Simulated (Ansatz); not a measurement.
Isolated molecules relaxed with PBE0-D4/def2-TZVP in Ansatz; ΔE leaves out vibrations. CCSD(T)/CBS adds triple-zeta CCSD(T) − MP2 to the extrapolated MP2 energy (def2 sets, frozen cores). This one scheme is used for every species. DFT in def2-TZVPP. B3LYP here is the variant with VWN-RPA as its local correlation; programs differ in this. def2 core potentials past Kr. For In outer-core shells are correlated without core-valence functions, which leaves a few kJ/mol of doubt a bond. Each species was taken in one conformer, which may not be the lowest.

`[OH][In]([OH])[O][SiH3]` + `[OH][Al]([SH])[Cl]` → `[OH][In]([SH])[O][SiH3]` + `[OH][Al]([OH])[Cl]`  (redistribution)

`[OH][In]([OH])[O][SiH3]`:

Cartesian coordinates in Å:
```
O -0.937 -1.856 1.085
In -0.199 -0.038 1.301
O -0.068 0.863 3.036
O 0.440 0.929 -0.290
Si 0.509 0.573 -1.878
H -0.924 -2.138 0.166
H -0.404 0.313 3.749
H -0.034 -0.796 -2.144
H -0.297 1.543 -2.667
H 1.915 0.607 -2.360
```

`[OH][Al]([SH])[Cl]`:

Cartesian coordinates in Å:
```
O 1.249 0.239 1.207
Al 0.109 -0.071 0.013
S -1.638 1.198 -0.064
Cl 0.358 -1.630 -1.360
H 2.053 -0.264 1.324
H -2.131 0.527 -1.121
```

`[OH][In]([SH])[O][SiH3]`:

Cartesian coordinates in Å:
```
O 1.093 2.106 2.183
In 0.035 0.697 1.315
S -1.770 -0.486 2.246
O 0.641 0.316 -0.533
Si 0.160 -0.713 -1.699
H 1.777 2.434 1.593
H -1.927 -1.202 1.117
H 1.263 -1.639 -2.072
H -0.273 0.031 -2.913
H -0.997 -1.545 -1.238
```

`[OH][Al]([OH])[Cl]`:

Cartesian coordinates in Å:
```
O -0.906 1.285 -0.463
Al 0.076 -0.009 -0.033
O -0.508 -1.110 1.093
Cl 1.975 -0.244 -0.880
H -0.636 1.947 -1.097
H -0.002 -1.868 1.381
```

CCSD(T)/CBS gives -0.95 eV.

Another level gave -0.99 eV. Which?
A. revPBE/def2-TZVPP
B. B3LYP/def2-TZVPP
C. HF/def2-TZVPP
D. LC-ωPBE/def2-TZVPP

B. B3LYP -0.99, LC-ωPBE -0.92, HF/def2-TZVPP -1.05, revPBE -0.87 eV.

Largest T1 diagnostic among the species: 0.016.

In def2-TZVPP, CCSD(T) changes the Hartree–Fock value by +0.08 eV (the triples alone add +0.02 eV) and MP2 by +0.06 eV. From r2SCAN to r2SCAN0 (25 % exact exchange), in def2-TZVPP and without D4, ΔE moves by −0.05 eV. Leaving LDA and LC-ωPBE aside and taking each functional with its dispersion term where it has one, the values, not all of them listed here, spread over 0.17 eV, from BHLYP-D4 to revPBE-D4. LDA lies −0.09 eV from PBE without D4.
